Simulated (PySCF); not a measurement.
# Excitation energy of Ho²⁺ by level of theory

Ho²⁺ [Xe] 4f11 (high-spin determinant) → Ho²⁺ [Xe] 4f10 6p1 (high-spin determinant), as a difference of total energies. All numbers are calculated (PySCF 2.14, the spin-free X2C one-electron Hamiltonian (Gaussian nucleus), in ANO-RCC-VTZP). Correlated levels: valence: [Kr] 4d10 frozen; valence and next inner shell: [Ar] 3d10 frozen. The calculations carry no spin-orbit coupling.

```json
{"method": "UHF", "excitation energy (eV)": "4.132"}
{"method": "LDA", "excitation energy (eV)": "9.285"}
{"method": "PBE", "excitation energy (eV)": "8.859"}
{"method": "PBE0", "excitation energy (eV)": "7.939"}
{"method": "r2SCAN", "excitation energy (eV)": "8.209"}
{"method": "MP2 (valence)", "excitation energy (eV)": "8.663"}
{"method": "SCS-MP2 (valence)", "excitation energy (eV)": "8.290"}
{"method": "MP2 (valence and next inner shell)", "excitation energy (eV)": "9.174"}
{"method": "SCS-MP2 (valence and next inner shell)", "excitation energy (eV)": "8.609"}
```

Problem. How much does correlation contribute at MP2 (valence and next inner shell)?

Solution. 9.174 − (4.132) = 5.042 eV, measured against UHF.

A first-order spin-orbit estimate (lowest level to lowest level, LS coupling) adds 0.088 eV.

The basis was made for the ground configuration and has no added diffuse functions, so the excitation energy can come out too high.

The determinant of the upper state and of the lower state mixes LS terms, which raises its energy above the lowest term, most at the Hartree-Fock and MP2 levels.
